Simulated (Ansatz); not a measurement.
The input (input.yaml):

```yaml
accuracy: low
crystal:
  lattice:
    - [4.58, 0.0, 0.0]
    - [2.29, 3.966396, 0.0]
    - [0.0, 0.0, 17.382645]
  atoms:
    - { symbol: Be, position: [-0.1666667, 0.3333333, 0.0575286] }
    - { symbol: Be, position: [0.3333333, 0.3333333, 0.0575286] }
    - { symbol: Be, position: [-0.1666667, 0.8333333, 0.0575286] }
    - { symbol: Be, position: [0.3333333, 0.8333333, 0.0575286] }
    - { symbol: Be, position: [0.03432393, -0.0192233, 0.16756054] }
    - { symbol: Be, position: [0.54277491, -0.01551408, 0.16272996] }
    - { symbol: Be, position: [0.04515903, 0.51023439, 0.16268022] }
    - { symbol: Be, position: [0.59784306, 0.47775584, 0.17098676] }
    - { symbol: Be, position: [-0.08075905, 0.29041816, 0.27527588] }
    - { symbol: Be, position: [0.43469514, 0.27172434, 0.26981656] }
    - { symbol: Be, position: [-0.09373174, 0.78347482, 0.26974513] }
    - { symbol: Be, position: [0.44111983, 0.7977583, 0.26194845] }
    - { symbol: Be, position: [0.09216301, -0.04660486, 0.37769558] }
    - { symbol: Be, position: [0.5899587, -0.02020014, 0.38433225] }
    - { symbol: Be, position: [0.08720658, 0.47207287, 0.37185867] }
    - { symbol: Be, position: [0.55323931, 0.52308947, 0.38587898] }
    - { symbol: P, position: [-0.03835891, 0.26551986, 0.4724276] }
basis:
  ecutwfc: 420.0
kpoints:
  mp_grid: { grid: [3, 3, 1] }
hamiltonian:
  xc: pbe
scf:
  occupations: { method: fermi_dirac, width: 0.15 }
  lower_state_search: "off"
md:
  timestep: 1
  n_steps: 300
  ensemble: nve
  temperature: 1400.0
  initial_velocities: maxwell_boltzmann
  seed: 170754
  constraints: [{ sites: [0, 1, 2, 3] }]
```

Run as:

```bash
$ ansatz run input.yaml --threads 1 --pin off --max-ram 3072MiB --backend cpu --events-out ev --progress --plain --runs-dir out
```

Hardware: 1 thread of Arm Neoverse V2, on a shared host.

Problem. Roughly how long does this run take, and how much memory?

Solution. 13 min, with a peak of 0.47 GiB, for 301 ionic steps.
